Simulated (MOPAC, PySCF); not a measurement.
CH$_{5}$BSi, SMILES `B[SiH]=C`, neutral singlet in the gas phase. 

Cartesian coordinates (Å):
SMILES: B[SiH]=C
```xyz
8

B      1.6464    -0.1060    -0.1497
Si    -0.1613    -0.2534     0.6059
C     -1.5135     0.2979    -0.3127
H      1.7562     0.3665    -1.2366
H      2.6229    -0.4643     0.4267
H     -0.4347    -0.8207     1.9443
H     -2.5430     0.2574     0.0220
H     -1.3729     0.7226    -1.2999
```
Charge 0, multiplicity 1.

All levels are single points at this geometry (B3LYP-D3(BJ)/def2-TZVP); Pople sets use spherical d functions. Orbital energies aren't observables, and empty levels follow the basis.

| level | HOMO (eV) | LUMO (eV) | gap (eV) | dipole (D) | vertical IE, Delta-SCF (eV) |
|---|---|---|---|---|---|
| B3LYP-D3(BJ)/def2-TZVP in PySCF | -6.64 | -3.13 | 3.51 | 0.22 | – |
| PBE-D3(BJ)/def2-TZVP in PySCF | -6.05 | -3.83 | 2.22 | 0.42 | – |
| HF/6-31G* in PySCF | -8.33 | 0.83 | 9.15 | 0.36 | 7.11 |
| HF/STO-3G in PySCF | -5.60 | 5.08 | 10.68 | 0.69 | – |
| AM1 in MOPAC | -9.26 | -0.77 | 8.49 | 0.57 | – |
| PM7 in MOPAC | -9.32 | -1.35 | 7.96 | 0.57 | – |
